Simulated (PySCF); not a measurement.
Compound: C₈H₉P.
Bonds: C1–C2 (double), C2–C3, C3–C4 (aromatic), C4–C5 (aromatic), C5–P6 (aromatic), P6–C7 (aromatic), C7–C8 (aromatic), C8–C9, C3–C8 (aromatic). Hydrogens: H10, H11 on C1; H12 on C2; H13 on C4; H14 on C5; H15 on C7; H16, H17, H18 on C9.

Level: PBE0/pcSseg-1 and wB97X-D/def2-SVPD in PySCF, non-relativistic, on one gas-phase PBE0-D3(BJ)/def2-SVP geometry that isn't relaxed in the solvent. The solvent is an IEF-PCM continuum (van der Waals radii × 1.2). Specific hydrogen bonds and non-electrostatic terms are outside this model.

Gas phase at PBE0/pcSseg-1: HOMO -6.63 eV, LUMO -1.78 eV, dipole 2.12 D.

**Question.** What does the continuum do to the energy, the frontier levels and the dipole at PBE0/pcSseg-1 in cyclohexane and chloroform?

**Answer.** 
| solvent | ε | E(solvent) − E(gas) (kJ/mol) | polarisation term (kJ/mol) | distortion of the solute (kJ/mol) | HOMO (eV) | LUMO (eV) | dipole (D) |
| --- | --- | --- | --- | --- | --- | --- | --- |
| cyclohexane | 2.017 | -6.16 | -6.52 | 0.36 | -6.62 | -1.77 | 2.47 |
| chloroform | 4.711 | -11.57 | -12.89 | 1.32 | -6.64 | -1.80 | 2.77 |

Polarisation term: ½ Σ q·V over the induced surface charges. Distortion: the rise of the solute's own energy as its density leaves the gas-phase optimum. From cyclohexane to chloroform the lowering changes by a factor 1.88, Onsager's factor (ε − 1)/(2ε + 1) by 1.76 and ε itself by 2.3.

**Question.** Which radius a makes the point-dipole formula ΔE = −[(ε − 1)/(2ε + 1)]·μ²/a³ give the value in chloroform, with the gas-phase dipole?

**Answer.** μ = 0.834 au and |ΔE| = 0.00441 Eh give a = 2.03 Å; the farthest nucleus lies 3.68 Å from the centroid of the nuclei, so such a sphere wouldn't even hold the nuclei. The formula assumes a rigid point dipole at the centre of a sphere.

**Question.** Which Hirshfeld charges (PBE0/pcSseg-1) respond most in chloroform (means over atoms taken as equivalent)?

**Answer.** 
```
      atoms               environment  gas (e)  solvent (e)  change
         P6  phosphorus bonded to 2 C   +0.079       +0.051  -0.028
        H15         aromatic hydrogen   +0.041       +0.046  +0.005
        H13         aromatic hydrogen   +0.047       +0.052  +0.005
        H12          vinylic hydrogen   +0.047       +0.051  +0.004
        H14         aromatic hydrogen   +0.045       +0.050  +0.005
        H11          vinylic hydrogen   +0.051       +0.055  +0.004
        H10          vinylic hydrogen   +0.047       +0.050  +0.003
H16/H17/H18           methyl hydrogen   +0.047       +0.051  +0.004
         C2          alkene CH carbon   -0.043       -0.045  -0.002
         C5        aromatic CH carbon   -0.112       -0.114  -0.002
         C4        aromatic CH carbon   -0.042       -0.044  -0.002
         C7        aromatic CH carbon   -0.114       -0.116  -0.002
```

Gas phase at wB97X-D/def2-SVPD: HOMO -8.26 eV, LUMO -0.15 eV, dipole 2.07 D.

**Question.** What does the continuum do to the energy, the frontier levels and the dipole at wB97X-D/def2-SVPD in chloroform?

**Answer.** 
```tsv
solvent	ε	E(solvent) − E(gas) (kJ/mol)	polarisation term (kJ/mol)	distortion of the solute (kJ/mol)	HOMO (eV)	LUMO (eV)	dipole (D)
chloroform	4.711	-11.19	-12.67	1.48	-8.26	-0.16	2.74
```

**Question.** How does the static polarisability (wB97X-D/def2-SVPD, frozen core, with the continuum's full static response) change?

**Answer.** 
| medium | isotropic (au) | principal values (au) | ⟨r²⟩ of the electrons (bohr²) |
| --- | --- | --- | --- |
| gas | 124.2 | 74.9, 127.5, 170.2 | 1473.2 |
| chloroform | 164.5 | 96.8, 167.4, 229.5 | 1472.5 |

The isotropic value in chloroform is 1.33 times the gas-phase one; no cavity-field correction is applied. ⟨r²⟩ is taken about the centre of nuclear charge.

The values belong to the conformer `[CH2:1]=[CH:2][c:3]1[cH:4][cH:5][p:6][cH:7][c:8]1[CH3:9]`: C1–C2–C3–C4 -32°.

wB97X-D is run here without its empirical dispersion term; that term would change no orbital, density or response property at a fixed geometry.
